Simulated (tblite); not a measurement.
A tight-binding relaxation on `Cc1cp(C2CC2)cc1C`.

Computed with GFN2-xTB geometry optimisation, gas phase (tblite 0.8.0). Start geometry: from a force field or distance geometry. The command runs a driver script over a list of jobs; the input below is this job's line of settings and its coordinates in Å.

Command:
```bash
OMP_NUM_THREADS=1 python probes_run.py task.json out
```

Input:
```
{"job": {"kind": "relax", "xc": "GFN2-xTB", "basis": "xTB"}, "charge": 0, "multiplicity": 1}
C     -2.389500     1.703300     0.515500
C     -1.346500     0.654800     0.560200
C     -0.204300     0.758700     1.297800
P      0.843600    -0.757100     1.106100
C      2.052000    -0.131100    -0.111400
C      3.394300     0.307700     0.386400
C      3.271300    -0.964900    -0.398200
C     -0.429900    -1.440100    -0.056200
C     -1.461700    -0.593200    -0.190200
C     -2.660700    -0.856700    -1.051800
H     -2.532800     2.070400    -0.508800
H     -2.143300     2.564000     1.144100
H     -3.360900     1.316500     0.885400
H      0.045000     1.619100     1.901000
H      1.629200     0.433200    -0.949900
H      3.866100     1.157800    -0.084100
H      3.625800     0.234700     1.450000
H      3.408200    -1.908600     0.136400
H      3.652700    -0.978400    -1.403000
H     -0.359400    -2.398400    -0.557900
H     -2.586000    -1.821400    -1.551300
H     -3.576200    -0.858600    -0.459300
H     -2.741900    -0.084400    -1.823100
```

Output:
```
step      E/eV     max force
  0    -771.59399    1.255
  1    -771.64960    0.851
  2    -771.67147    0.396
  3    -771.68523    0.362
  4    -771.69451    0.276
  5    -771.69892    0.164
  6    -771.70092    0.091
  7    -771.70196    0.081
  8    -771.70280    0.080
  9    -771.70356    0.060
... (32 lines left out)
 42    -771.71017    0.028
 43    -771.71029    0.026
 44    -771.71038    0.028
 45    -771.71048    0.042
 46    -771.71059    0.042
 47    -771.71067    0.025
 48    -771.71072    0.013
 49    -771.71075    0.012
 50    -771.71077    0.012
 51    -771.71078    0.009
```

«max force» is the largest atomic force in eV/Å.

Problem. From which step on does the largest force stay under 0.1 eV/Å, and how much energy is left to gain from there?

Solution. From step 6 (0.091 eV/Å), 9.9 meV above the end.

Main results: energy lowered by 2.7 kcal/mol over 51 steps; largest atomic force 0.009 eV/Å at the end.

Time: 0.48 s. Hardware: one thread of an Arm Neoverse V1, no GPU (shared host).
Labels such as C1 count atoms from 1, the log's own numbers from 0.
